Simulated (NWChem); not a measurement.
System: C2H6O2Si; SMILES C=CO[SiH2]O

```xyz
11

C      0.3405    -2.7644    -0.0477
C     -0.2228    -1.5785     0.1797
O     -0.0223    -0.5011    -0.6102
Si    -0.4745     1.0836    -0.3217
O      0.7898     2.0112     0.1995
H      1.0094    -2.9172    -0.8972
H      0.1281    -3.6008     0.6189
H     -0.9017    -1.4225     1.0316
H     -1.5725     1.0277     0.6920
H     -0.8880     1.6670    -1.6146
H      1.1863     1.8062     1.0511
```
Atoms are numbered in this order, from 1.

Coordinates come from a PBE0/def2-SVP optimisation.

Give the principal values of the shielding tensors (ppm) of C1, C2, O3, Si4, O5 from BHandHLYP/pcSseg-1, GIAO (NWChem), with their diamagnetic and paramagnetic parts as GIAO splits them.


```json
[
 {"atom": "C1", "σ11": "-29.0", "σ22": "117.7", "σ33": "157.9", "isotropic": "82.2", "diamagnetic": "254.9", "paramagnetic": "-172.7"},
 {"atom": "C2", "σ11": "-89.7", "σ22": "69.9", "σ33": "105.2", "isotropic": "28.5", "diamagnetic": "253.5", "paramagnetic": "-225.0"},
 {"atom": "O3", "σ11": "131.9", "σ22": "140.0", "σ33": "304.4", "isotropic": "192.1", "diamagnetic": "399.9", "paramagnetic": "-207.7"},
 {"atom": "Si4", "σ11": "381.2", "σ22": "391.1", "σ33": "395.5", "isotropic": "389.2", "diamagnetic": "878.6", "paramagnetic": "-489.4"},
 {"atom": "O5", "σ11": "238.1", "σ22": "297.2", "σ33": "313.7", "isotropic": "283.0", "diamagnetic": "391.8", "paramagnetic": "-108.8"}
]
```
